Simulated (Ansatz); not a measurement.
Name a neutral molecule of Al, C, Sn and H with LUMO energy (B3LYP/def2-TZVPP) between -1.95 and -1.65 eV and HOMO–LUMO gap (ωB97M-V/def2-TZVPP) between 8.95 and 9.25 eV (Ansatz, PBE0-D4/def2-TZVP geometry).

`[CH3][Al]([CH3])[SnH3]` (-1.72 eV, 9.00 eV). Other molecules can fit too; these were computed, each in one conformer that needn't be the lowest.

B3LYP here is the variant with VWN-RPA as its local correlation; programs differ in this.
